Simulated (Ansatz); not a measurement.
Reaction (formal hydrolysis of the Sn–C bond): `[SiH3][CH2][SnH2][Cl]` + H₂O → `[OH][SnH2][Cl]` + `C[SiH3]`

Calculated with Ansatz (gas phase, PBE0-D4/def2-TZVP geometries, no zero-point term in ΔE). CBS: MP2 limit from def2 TZ/QZ plus the TZ coupled-cluster correction, frozen cores. This one scheme is used for every species. Elements past krypton have def2 core potentials. For Sn outer-core shells are correlated without core-valence functions, which leaves a few kJ/mol of doubt a bond. Each species was taken in one conformer, which may not be the lowest.

```tsv
level	ΔE (kJ/mol)
CCSD/def2-TZVPP	-26.1
HF/def2-QZVPP	-46.3
```

Q: What does CCSD(T)/CBS give? (Best estimate.)

A: Ansatz gave: -23.5 kJ/mol. The listed levels differ from it by -2.6, -22.8 kJ/mol.

Largest T1 diagnostic among the species: 0.013.

The D4 term adds +10.8 kJ/mol with B3LYP and +6.2 kJ/mol with PBE0; it sums over pairs of atoms, weighted by their polarisabilities, and B3LYP, whose exchange is more repulsive, gets the larger term. From PBE to PBE0 (25 % exact exchange), in def2-TZVPP and without D4, ΔE moves by +5.3 kJ/mol. In def2-TZVPP, CCSD(T) changes the Hartree–Fock value by +20.8 kJ/mol (the triples alone add +1.6 kJ/mol) and MP2 by +24.2 kJ/mol.

B3LYP here is the variant with VWN-RPA as its local correlation; programs differ in this.
